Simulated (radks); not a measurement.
Results of a calculation; reference values are marked as such.
Q: The promethium ion Pm9+ is in [Kr] 4d10 4f1 5s2 5p3. Level of theory: scalar-relativistic Kohn-Sham, PBE, spin-polarised, spherical densities, finite nucleus; Fermi nuclear charge, rms radius of each element as measured or else 0.836 A^(1/3) + 0.57 fm (a radial shooting solver on a logarithmic mesh with Libxc functionals). Open shells are filled with parallel spins first. One electron is removed from 5s, 5p, 4f, 4d in turn, with full relaxation. Which removal costs least, and what does each cost?

A: 5p 153.38 eV; 4f 165.03 eV; 5s 174.64 eV; 4d 290.84 eV. The 5p electron leaves first.
